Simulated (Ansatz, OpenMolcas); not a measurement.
# A ladder of methods for Si5H10 (SMILES [SiH2]1[SiH2][SiH2][SiH2][SiH2]1)

Si5H10: 15 atoms, total charge 0, spin state singlet. SMILES: `[SiH2]1[SiH2][SiH2][SiH2][SiH2]1`. The coordinates come from a PBE0-D4/def2-TZVP relaxation. This is one conformer, not always the lowest.

Each level gives the vertical energy of the triplet above the singlet (eV). The values are calculated.

```
                              level           kind     program  value (eV)  CPU time (all runs)
 SVWN5/6-31G* (spherical functions)            LDA      Ansatz        5.18                 61 s
   PBE/6-31G* (spherical functions)            GGA      Ansatz        5.13                2 min
 M06-L/6-31G* (spherical functions)       meta-GGA  OpenMolcas        5.42                6 min
  TPSS/6-31G* (spherical functions)       meta-GGA  OpenMolcas        5.24              6.1 min
r2SCAN/6-31G* (spherical functions)       meta-GGA  OpenMolcas        5.33              5.7 min
 BHLYP/6-31G* (spherical functions)  global hybrid  OpenMolcas        5.97              8.6 min
  PBE0/6-31G* (spherical functions)  global hybrid  OpenMolcas        5.54              4.2 min
 B3LYP/6-31G* (Cartesian functions)  global hybrid      Ansatz        5.53              3.7 min
```

The values span 5.13 to 5.97 eV. A triplet this far above the singlet is often a Rydberg-like or dissociative state; sets without diffuse functions put Rydberg states too high. Times are those of the runs behind each value, whatever else they computed, on shared processors of several kinds: orders of magnitude only.
